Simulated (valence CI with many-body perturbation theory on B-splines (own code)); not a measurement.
**From CI to CI+MBPT in W⁺**

Computed by valence CI with perturbative core correlation (CI+MBPT): five valence electrons over a frozen Dirac-Fock core [Xe] 4f14, radial functions for each j: 7 s, 7 p, 8 d, 6 f, 4 g, 1 h, with the one-electron correlation potential Σ1, the two-electron term Σ2, the three-electron term Σ3, Breit, model QED; selected CI, second order for the rest, scaled by the run's own slope (own B-spline code, finite nucleus).

Against 7 measured levels this calculation errs by 252 cm⁻¹ on average and by 945 at most. These come from a selection out of the NIST Handbook of Basic Atomic Spectroscopic Data. Levels without a partner in it may be off by more, other configurations by 1,000 to 4,000 cm⁻¹. Among the levels kept, up to 1600 cm⁻¹ of a level comes from second order outside the variational space, and about a tenth of that is noise between levels of different J, which matters for small intervals. Only levels of the ground parity were solved; by the run's estimate the other parity begins above the list, which can be wrong where configurations are misplaced. 1 measured level below the end of the list, from 8711 cm⁻¹ on, found no clear computed partner, and computed levels of the same name lie up to 12272 cm⁻¹ from them.

Each rung adds one term. CI alone is the Dirac-Coulomb CI over the frozen core; QED comes last and gives the full result, which names the levels. Energies are above 5d⁴6s ⁶D_1/2 on the same rung, in cm⁻¹. A blank means that the level has no clear partner on that rung.

Names give the largest LS component (configuration and term), which can be under half, so a name can repeat, a term be missing and a line seem to break the LS rules; names also repeat where a configuration has a term twice. Letters in brackets count levels of one name in rising energy.

| Level | CI alone |
| --- | --- |
| 5d⁴6s ⁶D_3/2 | 1206 |
| 5d⁴6s ⁶D_5/2 | 2556 |
| 5d⁴6s ⁶D_7/2 | 3807 |
| 5d⁴6s ⁶D_9/2 | 4972 |
| 5d⁴6s ⁴P_1/2 | 6349 |
| 5d³6s² ⁴F_3/2 | 2548 |
| 5d³6s² ⁴F_5/2 | 4978 |
| 5d⁴6s ⁴D_1/2 [a] | 12164 |
| 5d⁴6s ⁴H_11/2 [a] | 16528 |
| 5d⁴6s ⁴H_13/2 | 17904 |

Problem. What do these energies become with core correlation, Breit and QED?

Solution. 5d⁴6s ⁶D_3/2 1438 (+232); 5d⁴6s ⁶D_5/2 3046 (+489); 5d⁴6s ⁶D_7/2 4586 (+779); 5d⁴6s ⁶D_9/2 6046 (+1074); 5d⁴6s ⁴P_1/2 9010 (+2661); 5d³6s² ⁴F_3/2 9014 (+6467); 5d³6s² ⁴F_5/2 11490 (+6512); 5d⁴6s ⁴D_1/2 [a] 13054 (+891); 5d⁴6s ⁴H_11/2 [a] 17525 (+997); 5d⁴6s ⁴H_13/2 19635 (+1731).

Problem. How does the ionisation energy move along the ladder, and which term matters most?

Solution. CI alone 15.412, + Σ1 15.905, + Σ2 15.699, + Σ3 15.627, + Breit 15.623, + QED 15.606 eV. The largest step is Σ1, 0.492 eV. NIST lists 16.37 ± 0.15 eV (semi-empirical), further off than its uncertainty and the later steps.
